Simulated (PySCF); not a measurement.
# Orbital levels and atomic charges: C14H11F9O3S

System: C14H11F9O3S (non-ionic photoacid generator), SMILES CC(C)(C(=O)c1ccccc1)S(=O)(=O)C(F)(F)C(F)(F)C(F)(F)C(F)(F)F.

Cartesian coordinates (Å):
```
  1 C     0.0462   -1.9297    1.8415
  2 C    -0.6284   -0.6887    1.2876
  3 C    -1.6761   -0.1291    2.2327
  4 C    -1.0712   -0.8975   -0.1631
  5 O    -0.3933   -1.5747   -0.8975
  6 C    -2.3666   -0.3201   -0.5884
  7 C    -2.6422    1.0438   -0.5252
  8 C    -3.8702    1.5130   -0.9570
  9 C    -4.8302    0.6358   -1.4355
 10 C    -4.5487   -0.7178   -1.5219
 11 C    -3.3160   -1.1940   -1.1158
 12 S     0.6554    0.6529    1.2514
 13 O     0.0821    1.8705    0.7775
 14 O     1.3630    0.6672    2.4894
 15 C     1.9804    0.2262   -0.0920
 16 F     2.2856   -1.0831   -0.0735
 17 F     1.4573    0.5136   -1.2928
 18 C     3.2545    1.0473    0.1724
 19 F     3.9036    0.5153    1.2228
 20 F     2.9191    2.3044    0.5100
 21 C     4.2561    1.1332   -1.0249
 22 F     5.3416    1.8181   -0.6200
 23 F     3.7061    1.8295   -2.0334
 24 C     4.7342   -0.2435   -1.5803
 25 F     3.7907   -0.8117   -2.3204
 26 F     5.8060   -0.0741   -2.3454
 27 F     5.0607   -1.0838   -0.6044
 28 H    -0.7064   -2.6115    2.2333
 29 H     0.6083   -2.4436    1.0650
 30 H     0.7196   -1.6513    2.6485
 31 H    -2.5606   -0.7645    2.2274
 32 H    -1.9659    0.8788    1.9487
 33 H    -1.2692   -0.0968    3.2414
 34 H    -1.8850    1.7339   -0.1865
 35 H    -4.0780    2.5715   -0.9187
 36 H    -5.7931    1.0077   -1.7524
 37 H    -5.2873   -1.4020   -1.9118
 38 H    -3.0819   -2.2455   -1.1885
```

Method: PBE0/6-31G*, gas phase, PySCF, fitting set def2-universal-JFIT up to Ne and JKFIT beyond, grid level 1.

(1) Give the orbital energies near the gap.

(2) Give the partial charges of the non-hydrogen atoms.

Answers

(1) 
```
orbital     eV
 HOMO-4  -9.26
 HOMO-3  -8.46
 HOMO-2  -7.85
 HOMO-1  -7.60
   HOMO  -7.51
   LUMO  -1.77
 LUMO+1  -0.49
 LUMO+2  -0.30
 LUMO+3   0.04
```

(2) 
| atom | Mulliken | IAO | Hirshfeld |
| --- | --- | --- | --- |
| C1 | -0.56 | -0.43 | -0.11 |
| C2 | -0.30 | -0.17 | 0.02 |
| C3 | -0.56 | -0.43 | -0.10 |
| C4 | 0.36 | 0.36 | 0.16 |
| O5 | -0.39 | -0.38 | -0.21 |
| C6 | 0.02 | -0.06 | -0.01 |
| C7 | -0.21 | -0.14 | -0.04 |
| C8 | -0.18 | -0.14 | -0.04 |
| C9 | -0.15 | -0.14 | -0.04 |
| C10 | -0.18 | -0.14 | -0.04 |
| C11 | -0.17 | -0.13 | -0.04 |
| S12 | 1.20 | 1.91 | 0.46 |
| O13 | -0.53 | -0.87 | -0.28 |
| O14 | -0.52 | -0.86 | -0.29 |
| C15 | 0.41 | 0.35 | 0.15 |
| F16 | -0.28 | -0.25 | -0.06 |
| F17 | -0.28 | -0.25 | -0.06 |
| C18 | 0.61 | 0.52 | 0.15 |
| F19 | -0.29 | -0.26 | -0.07 |
| F20 | -0.29 | -0.26 | -0.06 |
| C21 | 0.55 | 0.51 | 0.15 |
| F22 | -0.30 | -0.26 | -0.07 |
| F23 | -0.30 | -0.26 | -0.08 |
| C24 | 0.90 | 0.79 | 0.23 |
| F25 | -0.28 | -0.26 | -0.08 |
| F26 | -0.28 | -0.26 | -0.08 |
| F27 | -0.28 | -0.26 | -0.08 |
